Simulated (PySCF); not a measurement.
Species: C₂H₄Cl₂Ga₂.
Bonds: C1–C2 (triple), C2–Ga3, Ga3–Cl4, Cl4–Ga5, Ga5–Cl6, Ga3–Cl6. Hydrogens: H7 on C1; H8 on Ga3; H9, H10 on Ga5.

Method used: PBE0-D3(BJ)/def2-SVP geometry optimisation, gas phase (PySCF).

(1) How far are the bound atoms from Ga3?

(2) List the angles at Ga3.

(3) Describe the arrangement about Ga3 in numbers.

(4) How far are the bound atoms from Ga5?

(5) List the angles at Ga5.

(6) Describe the arrangement about Ga5 in numbers.

(7) What are the other bond lengths?

(8) Give some angles away from the centre.

(9) What are the rotational constants (commonest isotopes, rigid rotor)?

Results:

(1) 4 atoms: H8 1.546 Å, C2 1.905 Å, Cl6 2.360 Å, Cl4 2.363 Å. The nearest atom not counted as bound is C1, at 3.12 Å.

(2) 
| angle | degrees | distance of the outer atoms (Å) |
| --- | --- | --- |
| C2–Ga3–H8 | 130.3 | 3.13 |
| Cl4–Ga3–H8 | 108.2 | 3.20 |
| Cl6–Ga3–H8 | 108.1 | 3.20 |
| C2–Ga3–Cl6 | 106.7 | 3.43 |
| C2–Ga3–Cl4 | 106.2 | 3.42 |
| Cl4–Ga3–Cl6 | 90.0 | 3.34 |

(3) Angles from 90.0° to 130.3°; τ4 = (360° − α − β)/141° = 0.86 with α and β the two widest (0 for a square, 1 for a tetrahedron). Differences among atoms that Cs makes equivalent are scatter left by the optimiser.

(4) 4 atoms: H9 1.553 Å, H10 1.554 Å, Cl4 2.380 Å, Cl6 2.382 Å. The nearest atom not counted as bound is Ga3, at 3.36 Å.

(5) 
```json
{"angle": "H9–Ga5–H10", "degrees": "134.0", "distance of the outer atoms (Å)": "2.86"}
{"angle": "Cl4–Ga5–H9", "degrees": "106.3", "distance of the outer atoms (Å)": "3.19"}
{"angle": "Cl6–Ga5–H9", "degrees": "106.2", "distance of the outer atoms (Å)": "3.19"}
{"angle": "Cl4–Ga5–H10", "degrees": "106.1", "distance of the outer atoms (Å)": "3.18"}
{"angle": "Cl6–Ga5–H10", "degrees": "106.0", "distance of the outer atoms (Å)": "3.18"}
{"angle": "Cl4–Ga5–Cl6", "degrees": "89.1", "distance of the outer atoms (Å)": "3.34"}
```

(6) Angles from 89.1° to 134.0°; τ4 = (360° − α − β)/141° = 0.85 with α and β the two widest (0 for a square, 1 for a tetrahedron). Differences among atoms that Cs makes equivalent are scatter left by the optimiser.

(7) C1≡C2 1.218 Å; C1–H7 1.076 Å.

(8) C1–C2–Ga3 179.2°, Ga3–Cl4–Ga5 90.4°.

(9) A = 1714, B = 707.8, C = 624.2 MHz: an asymmetric top.

Point group: Cs (every atom within 0.08 Å of its image). Charge 0, singlet. PBE0-D3(BJ)/def2-SVP frequencies: not computed here.
